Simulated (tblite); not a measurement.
Compound: C₅H₄BrF (charge +1 and doublet state).
SMILES with atom numbers: `[F:1][C+:2]1[CH:3]/[C:4](=[CH:5]/[Br:6])[CH2:7]1` (hydrogens: H8 on C3; H9 on C5; H10, H11 on C7)
Bond orders are those of one Lewis drawing.

Computed with GFN2-xTB (tblite), gas phase: L-BFGS steps from a force-field or distance-geometry start until the largest atomic force falls under 0.01 eV/Å.

At the end of the run (lengths in Å): C3–C4 1.427, F1–C2 1.282, C2–C3 1.385, C4=C5 1.359, C3–H8 1.074, C4–C7 1.534, C2–C7 1.499, F1–C2–C3 133.8°, F1–C2–C7 131.3°, C2–C7–C4 82.6°, C3–C4–C7 91.7°, F1–C2–C3–C4 180°, C2–C3–C4–C5 180°, C3–C4–C5–Br6 180°, H10–C7–C2–F1 -65°, H8–C3–C2–F1 0°.

**Question.** These geometries were met on the way; a selection of coordinates is given. Order them by energy above the end point, lowest first.
A. C3–C4 1.437, F1–C2 1.283, C2–C3 1.389, C4=C5 1.359, C3–H8 1.084, C4–C7 1.531, C2–C7 1.498, F1–C2–C3 133.6°, F1–C2–C7 130.3°, C2–C7–C4 82.6°, C3–C4–C7 91.8°, F1–C2–C3–C4 -165°, C2–C3–C4–C5 167°, C3–C4–C5–Br6 -176°, H10–C7–C2–F1 -80°, H8–C3–C2–F1 9°
B. C3–C4 1.421, F1–C2 1.287, C2–C3 1.376, C4=C5 1.364, C3–H8 1.061, C4–C7 1.544, C2–C7 1.485, F1–C2–C3 132.4°, F1–C2–C7 127.4°, C2–C7–C4 81.3°, C3–C4–C7 92.0°, F1–C2–C3–C4 -153°, C2–C3–C4–C5 172°, C3–C4–C5–Br6 -179°, H10–C7–C2–F1 -90°, H8–C3–C2–F1 17°
C. C3–C4 1.430, F1–C2 1.287, C2–C3 1.389, C4=C5 1.363, C3–H8 1.085, C4–C7 1.532, C2–C7 1.504, F1–C2–C3 133.3°, F1–C2–C7 131.5°, C2–C7–C4 82.7°, C3–C4–C7 91.8°, F1–C2–C3–C4 -169°, C2–C3–C4–C5 167°, C3–C4–C5–Br6 -173°, H10–C7–C2–F1 -77°, H8–C3–C2–F1 11°
D. C3–C4 1.427, F1–C2 1.289, C2–C3 1.395, C4=C5 1.388, C3–H8 1.095, C4–C7 1.519, C2–C7 1.506, F1–C2–C3 126.4°, F1–C2–C7 125.3°, C2–C7–C4 84.1°, C3–C4–C7 91.1°, F1–C2–C3–C4 -139°, C2–C3–C4–C5 180°, C3–C4–C5–Br6 180°, H10–C7–C2–F1 -103°, H8–C3–C2–F1 37°
E. C3–C4 1.495, F1–C2 1.326, C2–C3 1.424, C4=C5 1.330, C3–H8 1.078, C4–C7 1.514, C2–C7 1.480, F1–C2–C3 121.5°, F1–C2–C7 124.7°, C2–C7–C4 88.0°, C3–C4–C7 88.5°, F1–C2–C3–C4 -136°, C2–C3–C4–C5 -177°, C3–C4–C5–Br6 180°, H10–C7–C2–F1 -108°, H8–C3–C2–F1 43°

**Answer.** C (0.041 eV), A (0.087 eV), B (0.171 eV), D (0.415 eV), E (0.716 eV).

```
step  E above end (eV)  rms distance from the end, all atoms (Å)  largest force (eV/Å)  rms shift of all bonds from the end (Å)
   8             0.041                                     0.120                 0.431                                    0.005
   6             0.087                                     0.136                 0.462                                    0.006
   3             0.171                                     0.155                 0.863                                    0.009
   1             0.415                                     0.175                 2.160                                    0.014
   0             0.716                                     0.184                 3.769                                    0.030
```

Rows stand in the order of the answer.
